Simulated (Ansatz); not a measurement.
```yaml
crystal:
  periodic: [false, false, false]
  atoms:
    - {symbol: C, position_ang: [-1.028090, -0.596989, -2.662726]}
    - {symbol: C, position_ang: [-2.211945, 0.062665, -1.823092]}
    - {symbol: B, position_ang: [-1.775861, 0.255435, -0.263278]}
    - {symbol: C, position_ang: [-2.918428, 0.571379, 0.838012]}
    - {symbol: Br, position_ang: [-0.502327, -1.305074, 0.644288]}
    - {symbol: B, position_ang: [0.876865, 0.368215, 0.764781]}
    - {symbol: C, position_ang: [0.961266, 0.618273, 2.298514]}
    - {symbol: C, position_ang: [2.239094, -0.132470, -0.071728]}
    - {symbol: C, position_ang: [3.068263, -1.314957, 0.527479]}
    - {symbol: Br, position_ang: [-0.302486, 1.861331, -0.125739]}
    - {symbol: H, position_ang: [-0.446481, -1.162084, -2.487275]}
    - {symbol: H, position_ang: [-1.461762, -0.565844, -3.646368]}
    - {symbol: H, position_ang: [-0.412262, 0.508149, -2.601604]}
    - {symbol: H, position_ang: [-2.663730, -0.909585, -1.476021]}
    - {symbol: H, position_ang: [-2.660870, 0.718374, -2.032030]}
    - {symbol: H, position_ang: [-3.701504, -0.216954, 0.919029]}
    - {symbol: H, position_ang: [-3.514356, 1.374482, 0.485120]}
    - {symbol: H, position_ang: [-2.278979, 0.662448, 1.909824]}
    - {symbol: H, position_ang: [0.149407, 0.925020, 2.897134]}
    - {symbol: H, position_ang: [1.905450, 1.274590, 2.490410]}
    - {symbol: H, position_ang: [1.641703, -0.014673, 2.870593]}
    - {symbol: H, position_ang: [1.704498, -0.216511, -0.946209]}
    - {symbol: H, position_ang: [2.968254, 0.717799, -0.133980]}
    - {symbol: H, position_ang: [2.494710, -1.955164, 0.465126]}
    - {symbol: H, position_ang: [3.779062, -1.279311, -0.337798]}
    - {symbol: H, position_ang: [3.450575, -1.154703, 1.337602]}
basis:
  gaussian: {orbitals: x2c-TZVPPall}
hamiltonian: {xc: {name: PBE0}}
accuracy: high
relax: {f_tol: 0.0001, max_steps: 1}
```

```sh
$ ansatz run in.yaml --threads 11 --pin off --events-out ev --progress --plain --max-ram 174080MiB --backend cuda --devices 0, --max-vram 75GiB
```

Shortened log:

```
Functional definition: PBE0
10975 factors; integrals over basis functions are off by at most 3.2e-9 eV
mean field evaluation 1: about -149619.9236 eV, gradient 1.1e2 eV
mean field evaluation 2: about -149603.5279 eV, gradient 1.3e2 eV
mean field evaluation 4: about -149648.0837 eV, gradient 7.8e0 eV
mean field evaluation 8: about -149648.4646 eV, gradient 9.8e-1 eV
mean field evaluation 16: about -149648.4670 eV, gradient 2.3e-4 eV
mean field -149648.46703225 eV, -5499.4797280610 hartree, gradient 6.2e-8 eV, S^2 0.000000; 0 other end points of the search recorded, 0 dependent functions left out
reference -149648.46703644 eV, -5499.4797282149 hartree; 66, 66 occupied and 502, 502 virtual orbitals, 10975 factors
relax step   1: F+E_penalty+E_count = -149648.46703225 eV  Δ(F+E_penalty+E_count) = +0.000e0 eV  max|allowed force component| = 2.115e1 eV/Å  Δτ_max = 0.0000 Å  (36 SCF iters, accepted)
Error: geometry relaxation did not converge after 1 steps: max|allowed force component| = 2.11e1 eV/Å (threshold 1.0e-4). Raise `relax.max_steps` over both its present limit and 1, loosen `relax.f_tol`, or start from a geometry closer to equilibrium. Where this run's directory can be resumed (`checkpoint.write`), a resume goes on for up to `relax.max_steps` more
```

Problem. What is wrong with this run?

Solution. The relaxation is allowed too few steps for its threshold. No converged result was reached.
